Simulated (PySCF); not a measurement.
Radial density of C³⁺ (carbon, charge +3)

UHF, [He] 2s1, 2S determinant. Calculation: PySCF 2.14, in aug-cc-pVDZ (4s3p2d, 23 functions); the non-relativistic Hamiltonian (point nucleus).

| r (bohr) | 4πr²ρ (e/bohr) | 4πr²(ρα − ρβ) |
| --- | --- | --- |
| 0.00555 | 0.04530 | 0.0012 |
| 0.00933 | 0.1231 | 0.0033 |
| 0.0157 | 0.3215 | 0.0086 |
| 0.0264 | 0.8022 | 0.0216 |
| 0.0444 | 1.831 | 0.0495 |
| 0.0747 | 3.627 | 0.0981 |
| 0.126 | 5.646 | 0.1452 |
| 0.211 | 5.925 | 0.1138 |
| 0.355 | 3.250 | 0.0028 |
| 0.598 | 0.8820 | 0.2459 |
| 1.01 | 0.8651 | 0.8436 |
| 1.69 | 0.4774 | 0.4773 |
| 2.85 | 0.02401 | 0.0240 |
| 4.79 | 5.306e-05 | 0.0001 |
